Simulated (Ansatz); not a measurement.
hydrogen telluride (SMILES [TeH2]) moved off its minimum; all values from Ansatz (an electronic-structure program), cores frozen in correlated methods. Elements past Kr take the def2 small-core potentials, without spin–orbit coupling.
(charge 0, multiplicity 1)
```xyz
3

Te     0.00802     0.04367     0.00072
H     -1.20978    -1.13373    -0.04836
H      1.19839    -1.09540    -0.06111
```

Forces at PBE/def2-TZVPP (eV/Å):

| atom | Fx | Fy | Fz |
|---|---|---|---|
| Te1 | -0.527 | 0.135 | 0.010 |
| H2 | 0.328 | 0.188 | 0.007 |
| H3 | 0.199 | -0.323 | -0.017 |

**Question.** Give the forces (eV/Å), the total energy and the dipole at CCSD(T)/def2-TZVPPD.

**Answer.** 
```tsv
atom	Fx	Fy	Fz
Te1	-0.535	-0.152	-0.004
H2	0.447	0.335	0.013
H3	0.087	-0.183	-0.009
```
Energy -268.3316 hartree, dipole 0.15 D.
